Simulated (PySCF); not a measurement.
A TDDFT job was run through a driver script with this input:

```
{"job": {"kind": "uv", "xc": "CAM-B3LYP", "basis": "def2-SVPD", "ip": true}, "charge": 0, "multiplicity": 1}
C     -1.814015    -0.209078    -0.062757
S     -0.301283    -1.173438    -0.322779
B      1.010257     0.039287     0.112310
O      0.753829     1.319782     0.478720
O      2.309234    -0.348579     0.071364
H     -1.894594     0.144103     0.976305
H     -2.663235    -0.876340    -0.259130
H     -1.880188     0.638773    -0.761099
H     -0.177826     1.549462     0.483243
H      2.433203    -1.265566    -0.186699
```

Output:

```
coarse grid: 9072 points
cycle   1  E = -614.1785706051  dE =  6.158e-01  |g| = 8.305e-01  |ddm| = 3.748e+00
cycle   2  E = -614.1082376559  dE =  7.033e-02  |g| = 1.074e+00  |ddm| = 1.653e+00
cycle   3  E = -614.3149326568  dE = -2.067e-01  |g| = 5.677e-02  |ddm| = 8.894e-01
cycle   4  E = -614.3156871098  dE = -7.545e-04  |g| = 2.167e-02  |ddm| = 1.229e-01
cycle   5  E = -614.3158224657  dE = -1.354e-04  |g| = 4.900e-03  |ddm| = 4.183e-02
cycle   6  E = -614.3158292448  dE = -6.779e-06  |g| = 1.172e-03  |ddm| = 9.357e-03
final grid: 83440 points
cycle   7  E = -614.3986898560  dE = -2.927e-05  |g| = 2.399e-03  |ddm| = 4.869e-02
cycle   8  E = -614.3986900662  dE = -2.102e-07  |g| = 2.386e-03  |ddm| = 6.767e-03
cycle   9  E = -614.3986913405  dE = -1.274e-06  |g| = 2.719e-04  |ddm| = 2.582e-03
cycle  10  E = -614.3986913529  dE = -1.237e-08  |g| = 1.802e-04  |ddm| = 4.754e-04
cycle  11  E = -614.3986913599  dE = -7.062e-09  |g| = 3.026e-05  |ddm| = 1.906e-04
cycle  12  E = -614.3986913602  dE = -2.706e-10  |g| = 7.765e-06  |ddm| = 5.738e-05
converged SCF energy = -614.3986913602

Static polarisability (au): isotropic 55.641, principal 43.920 56.356 66.648

Singlet excitations
state   eV       nm        f      main configurations
  1   5.8499    211.9   0.00022   H->L+1 0.76, H->L 0.08
  2   6.2839    197.3   0.02096   H->L 0.84, H->L+1 0.09
  3   7.2460    171.1   0.08125   H->L+4 0.77, H-1->L+1 0.13
  4   7.4097    167.3   0.01725   H->L+2 0.90
  5   7.7639    159.7   0.04998   H->L+3 0.62, H-1->L 0.15, H-1->L+1 0.14
  6   7.8214    158.5   0.08437   H->L+3 0.35, H-1->L+1 0.25, H-1->L 0.25
  7   7.8718    157.5   0.03076   H-1->L 0.53, H-1->L+1 0.38
  8   7.9429    156.1   0.00349   H->L+6 0.28, H->L+8 0.23, H->L+7 0.21
  9   8.0179    154.6   0.03978   H->L+5 0.69, H->L+7 0.18
 10   8.2709    149.9   0.00042   H->L+6 0.38, H->L+5 0.15, H->L+7 0.13

Triplet excitations (Tamm-Dancoff, eV): 5.4178 6.1412 6.4251 6.9819
Vertical ionisation energy (delta-SCF) = 9.5883 eV
```

Method: TDDFT CAM-B3LYP/def2-SVPD, vertical, gas phase, core orbitals frozen in the response in PySCF. One conformer (not necessarily the lowest) at the PBE0-D3(BJ)/def2-SVP geometry, without solvent, vibrations or thermal averaging.

Question: Give the energy of state 5 in hartree, cm⁻¹ and kJ/mol.

Answer: 0.28532 hartree, 62620 cm⁻¹, 749.1 kJ/mol.

Question: What transition dipole goes with state 6?

Answer: |μ|² = 3f / (2ΔE) = 3 × 0.0844 / (2 × 0.2874) ≈ 0.440 au, so |μ| = 1.69 D.

Question: What is the total energy of state 5 at this geometry?

Answer: -614.39869 + 0.28532 = -614.11337 hartree.

Question: Which orbital energies lie behind H and L?

Answer: HOMO -8.58 eV and LUMO 0.58 eV, a gap of 9.16 eV; state 1 differs from that by -3.31 eV.

Question: What is the gap between the lowest singlet and the lowest triplet?

Answer: 5.8499 − 5.4178 = 0.4321 eV (full response against Tamm–Dancoff).

Question: Which species is it?

Answer: `CSB(O)O` (CH5BO2S).

The SCF starts on a coarse grid; the energy jumps when the final grid takes over, and dE counts afresh there. H and L stand for HOMO and LUMO.

Shape of the structure used: `[CH3:1][S:2][B:3]([OH:4])[OH:5]`: C1–S2–B3–O4 -2°, H–O4–B3–S2 -1°, H–O5–B3–S2 0°.
